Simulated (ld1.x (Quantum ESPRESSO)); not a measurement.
**u(r) = r·R(r): atom against pseudo-atom (Co (Z = 27))**

Columns: radius, all-electron u(r) and pseudo u(r) of the 3s shell (level -102.14 eV) of cobalt in the configuration [Ne] 3s2 3p6 3d7 4s2 4p0; PBEsol, scalar-relativistic, RRKJ scheme, ld1.x (Quantum ESPRESSO) 7.5.

```json
{"r (bohr)": "0.050", "all-electron": "0.2597", "pseudo": "0.0149"}
{"r (bohr)": "0.100", "all-electron": "-0.3021", "pseudo": "0.0434"}
{"r (bohr)": "0.150", "all-electron": "-0.6386", "pseudo": "0.0965"}
{"r (bohr)": "0.200", "all-electron": "-0.6429", "pseudo": "0.1808"}
{"r (bohr)": "0.250", "all-electron": "-0.4212", "pseudo": "0.2971"}
{"r (bohr)": "0.300", "all-electron": "-0.0934", "pseudo": "0.4405"}
{"r (bohr)": "0.350", "all-electron": "0.2540", "pseudo": "0.6013"}
{"r (bohr)": "0.400", "all-electron": "0.5697", "pseudo": "0.7669"}
{"r (bohr)": "0.450", "all-electron": "0.8291", "pseudo": "0.9237"}
{"r (bohr)": "0.500", "all-electron": "1.0242", "pseudo": "1.0595"}
{"r (bohr)": "0.550", "all-electron": "1.1570", "pseudo": "1.1651"}
{"r (bohr)": "0.600", "all-electron": "1.2349", "pseudo": "1.2353"}
{"r (bohr)": "0.650", "all-electron": "1.2672", "pseudo": "1.2689"}
{"r (bohr)": "0.700", "all-electron": "1.2636", "pseudo": "1.2687"}
{"r (bohr)": "0.750", "all-electron": "1.2330", "pseudo": "1.2398"}
{"r (bohr)": "0.800", "all-electron": "1.1831", "pseudo": "1.1892"}
{"r (bohr)": "0.850", "all-electron": "1.1200", "pseudo": "1.1240"}
{"r (bohr)": "0.900", "all-electron": "1.0490", "pseudo": "1.0507"}
{"r (bohr)": "0.950", "all-electron": "0.9737", "pseudo": "0.9741"}
{"r (bohr)": "1.000", "all-electron": "0.8973", "pseudo": "0.8973"}
{"r (bohr)": "1.050", "all-electron": "0.8218", "pseudo": "0.8218"}
{"r (bohr)": "1.100", "all-electron": "0.7488", "pseudo": "0.7488"}
{"r (bohr)": "1.150", "all-electron": "0.6792", "pseudo": "0.6792"}
{"r (bohr)": "1.200", "all-electron": "0.6138", "pseudo": "0.6138"}
{"r (bohr)": "1.250", "all-electron": "0.5528", "pseudo": "0.5528"}
{"r (bohr)": "1.300", "all-electron": "0.4965", "pseudo": "0.4965"}
```

Task: How many radial nodes do the two functions have?

Result: The all-electron 3s function has n − l − 1 = 2; the pseudo-wave has 0, since the states of the same l below it are removed with the core.

Task: At about which radius was the pseudo-wave matched?

Result: 1.00 bohr, where the columns begin to agree (steps of 0.05 bohr).

Task: Where does each function peak?

Result: Outermost all-electron maximum near 0.65 bohr, pseudo maximum near 0.65 bohr (to the table’s step).

Task: Is the pseudo-wave norm-conserving?

Result: Yes: the RRKJ scheme keeps the norm inside the radius equal to the all-electron one, which fixes the energy derivative of the logarithmic derivative at the level.
